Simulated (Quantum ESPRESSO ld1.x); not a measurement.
The numbers below are computed, except where a source is named.
Task: Coherent X-ray form factor from a spherical all-electron density. Code: ld1.x of Quantum ESPRESSO 7.5. Model: Dirac Kohn-Sham, relativistic LDA (MacDonald-Vosko exchange, VWN5 correlation), spin-unpolarised, spherical densities, point nucleus.

sin(theta)/lambda (1/angstrom)  f0 (electrons)
0.05                                    34.289
0.1                                     32.450
0.15                                    30.104
0.2                                     27.763
0.25                                    25.666
0.3                                     23.850
0.4                                     20.828
0.5                                     18.245
0.6                                     15.905
0.8                                     11.992
1                                        9.279
1.25                                     7.298
1.5                                      6.220
2                                        4.917

The species is in the configuration that NIST lists as its ground one. Which atom or ion scatters so?

Result: Neutral bromine, [Ar] 3d10 4s2 4p5. Extrapolating in s^2 from the first two rows gives f0(0) = 34.9, near the electron count 35; among species with that count, the fall with angle is slower the higher Z, and the table is that of Z = 35; from so few rows the species is fixed only to a neighbour or two.
